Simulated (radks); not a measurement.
Values are calculated unless marked as measured or tabulated.
Task: The bromine ion Br2+, configuration [Ar] 3d10 4s2 4p3 (the NIST ground configuration). Code: a radial shooting solver on a logarithmic mesh with Libxc functionals. Model: Dirac Kohn-Sham, PBE, spin-unpolarised, spherical densities, point nucleus; open shells fill j = l - 1/2 first. Some entries of the table are withheld. Estimate them.

| orbital | occ. | eigenvalue (eV) | <r> (bohr) |
|---|---|---|---|
| 1s1/2 | 2 | -13337.85 | (1) |
| 2s1/2 | 2 | -1756.395 | 0.1893 |
| 2p1/2 | 2 | -1584.050 | (2) |
| 2p3/2 | 4 | -1536.542 | (3) |
| 3s1/2 | 2 | (4) | 0.5511 |
| 3p1/2 | 2 | (5) | 0.5567 |
| 3p3/2 | 4 | (6) | 0.5672 |
| 3d3/2 | 4 | -91.2386 | 0.5866 |
| 3d5/2 | 6 | -90.1505 | 0.5906 |
| 4s1/2 | 2 | -41.7332 | 1.591 |
| 4p1/2 | 2 | -28.5779 | 1.835 |
| 4p3/2 | 1 | -27.9313 | 1.865 |
| 5s1/2 | 0 | -11.9858 | 3.927 |
| 4d3/2 | 0 | (7) | 2.924 |
| 4d5/2 | 0 | (8) | 2.935 |

Result: 
(1) 1s1/2 <r> (bohr): 0.04275
(2) 2p1/2 <r> (bohr): 0.1627
(3) 2p3/2 <r> (bohr): 0.1666
(4) 3s1/2 eigenvalue (eV): -261.9229
(5) 3p1/2 eigenvalue (eV): -201.9918
(6) 3p3/2 eigenvalue (eV): -195.1524
(7) 4d3/2 eigenvalue (eV): -11.4798
(8) 4d5/2 eigenvalue (eV): -11.4352
